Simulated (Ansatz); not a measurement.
Ansatz (a program for electronic structure) input (wB97M-V/def2-TZVPD):

Ansatz 0.2 input:
```yaml
crystal:
  periodic: [false, false, false]
  atoms:
    - {symbol: Al, position_ang: [-0.00000000, -0.00000000, -1.15422869]}
    - {symbol: Cl, position_ang: [0.00000000, 0.00000000, 0.88264547]}
basis:
  gaussian:
    orbitals: def2-TZVPD
hamiltonian:
  xc: {name: wB97M-V}
total_charge: 1
magnetization: {spin_polarized: true, initial_magnetization: 1}
output: {forces: true}
```

End of the output:

```
integrals: 0.03 GiB planned
553 factors; their error is unknown
integrals: 0.06 GiB planned
136 factors; integrals over basis functions are off by at most 2.8e-4 eV
mean field: 0.43 GiB planned
mean field evaluation 1: about -19106.8018 eV, gradient 2.8e1 eV
mean field evaluation 2: about -19107.6247 eV, gradient 2.9e1 eV
mean field evaluation 4: about -19111.3821 eV, gradient 7.7e-1 eV
mean field evaluation 8: about -19111.4146 eV, gradient 2.7e-2 eV
mean field evaluation 16: about -19111.4146 eV, gradient 7.1e-5 eV
mean field -19111.41457699 eV, -702.3315315222 hartree, gradient 7.1e-5 eV, S^2 0.752045; 0 other end points of the search recorded, 0 dependent functions left out
the calculation of the forces begins
reference -19111.41461766 eV, -702.3315330170 hartree; 15, 14 occupied and 74, 75 virtual orbitals, 553 factors
Total energy: -19111.41461766 eV, -702.3315330170 hartree
Atom 0 at    -0.000000    -0.000000    -1.154229 Å, force     0.000000     0.000000     0.138950 eV/Å
Atom 1 at     0.000000     0.000000     0.882645 Å, force    -0.000000     0.000000    -0.138950 eV/Å
Dipole moment:    -0.000000    -0.000000    -1.197502 e Å
```
